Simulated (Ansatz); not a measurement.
C2H6ClFSn can be A, `[CH3][Sn]([CH3])([F])[Cl]`, or B, `C[C](F)(Cl)[SnH3]`.

Computed with Ansatz on PBE0-D4/def2-TZVP structures; ΔE is electronic, products minus reactants. CCSD(T)/CBS is the MP2 limit (def2-TZVPP, def2-QZVPP) plus CCSD(T) − MP2 in def2-TZVPP, frozen cores. Functionals use def2-TZVPP. B3LYP here is the variant with VWN-RPA as its local correlation; programs differ in this. def2 core potentials past Kr. For Sn outer-core shells are correlated without core-valence functions, which leaves a few kJ/mol of doubt a bond.

Q: Which isomer does CCSD(T)/CBS put lower? Give the gap. (An estimate is asked.)

A: Ansatz gave: A, by 365.7 kJ/mol.

Q: Give E(B) − E(A) in kJ/mol with PBE-D4, HF/def2-TZVPP, ωB97M-V, B2PLYP, CCSD/def2-TZVPP, PBE0-D4, B3LYP. (Estimate.)

A: The calculation gave: PBE-D4 334.2, HF/def2-TZVPP 367.2, ωB97M-V 344.6, B2PLYP 358.7, CCSD/def2-TZVPP 350.4, PBE0-D4 341.7, B3LYP 353.3. None reverses the order clearly.

Largest T1 diagnostic: 0.012.

From PBE to PBE0 (25 % exact exchange), in def2-TZVPP and without D4, E(B) − E(A) moves by +6.8 kJ/mol. The D4 term adds −4.8 kJ/mol with B3LYP and −2.2 kJ/mol with PBE0; it sums over pairs of atoms, weighted by their polarisabilities, and B3LYP, whose exchange is more repulsive, gets the larger term.
